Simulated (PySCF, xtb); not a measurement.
Al(Me)(OMe)(PH2) (C2H8AlOP), SMILES C[O][Al]([CH3])[PH2].

GFN2-xTB (xtb 6.7.1) at its own geometry gives an orbital gap of 3.39 eV and a dipole moment of 1.79 D.

The structure is a stationary point at PBE-D3(BJ)/def2-SVP. The structure was generated by enumeration; whether it is a known compound was not checked. The values are those of a single conformer.

Q: What does PBE/def2-TZVP (PySCF) give? (The exact figures need the calculation; the answer reports its results.)

A: gap 4.67 eV (levels -5.91 and -1.24 eV), dipole 0.60 D.
